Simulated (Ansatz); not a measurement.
Isolated molecules relaxed with PBE0-D4/def2-TZVP in Ansatz; ΔE leaves out vibrations. CCSD(T)/CBS is the MP2 limit (def2-TZVPP, def2-QZVPP) plus CCSD(T) − MP2 in def2-TZVPP, frozen cores. This one scheme is used for every species. Functionals use def2-TZVPP. HSE06 is defined as in plane-wave codes. def2 core potentials past Kr. For In outer-core shells are correlated without core-valence functions, which leaves a few kJ/mol of doubt a bond. One conformer a species, not always the lowest.

`N[SiH](Cl)[InH2]` → `[NH2][InH2]` + `[SiH]Cl`  (silylene formation by 1,1-elimination)

`N[SiH](Cl)[InH2]`:

```xyz
9

N    -0.823    0.983   -1.162
Si    0.167    0.739    0.211
Cl   -0.770    1.188    2.039
In    0.810   -1.733    0.473
H    -1.050    1.916   -1.469
H    -1.572    0.341   -1.369
H     1.254    1.745    0.114
H    -0.346   -2.949    0.045
H     2.331   -2.230    1.118
```

`[NH2][InH2]`:

Cartesian coordinates in Å:
```
N -0.035 1.016 -0.284
In 0.031 -0.916 0.257
H -0.851 1.475 -0.650
H 0.747 1.648 -0.228
H 1.547 -1.451 0.846
H -1.438 -1.773 0.058
```

`[SiH]Cl`:

```xyz
3

Si   -0.627   -0.104    0.526
Cl    0.114    1.214   -0.898
H     0.513   -1.110    0.372
```

(1) Is it downhill or uphill in electronic energy at CCSD(T)/CBS, and by how much? (Estimate.)

(2) What do these levels give: revPBE-D4, r2SCANh-D4, HSE06-D4, CAM-B3LYP-D4, ωB97X-V, B2PLYP, PBE-QIDH, r2SCANh, MP2/def2-SVP, HF/def2-TZVPP, MP2/def2-TZVPP, CCSD/def2-TZVPP? (An estimate is asked.)

Largest T1 diagnostic among the species: 0.016.

Answers

(1) Ansatz gave: Uphill: ΔE = +256.7 kJ/mol.

(2) Ansatz gave: revPBE-D4 256.6, r2SCANh-D4 280.5, HSE06-D4 276.3, CAM-B3LYP-D4 260.4, ωB97X-V 269.3, B2PLYP 249.3, PBE-QIDH 278.9, r2SCANh 277.8, MP2/def2-SVP 256.3, HF/def2-TZVPP 249.2, MP2/def2-TZVPP 268.0, CCSD/def2-TZVPP 250.3 kJ/mol.

From r2SCAN to r2SCAN0 (25 % exact exchange), in def2-TZVPP and without D4, ΔE moves by +7.5 kJ/mol. At CCSD(T), def2-SVP lies −18.5 kJ/mol from the extrapolated value and def2-TZVPP −5.7 kJ/mol. Leaving LDA and LC-ωPBE aside and taking each functional with its dispersion term where it has one, the values, not all of them listed here, spread over 46.7 kJ/mol, from BLYP-D4 to r2SCAN0-D4. LDA lies +32.8 kJ/mol from PBE without D4.
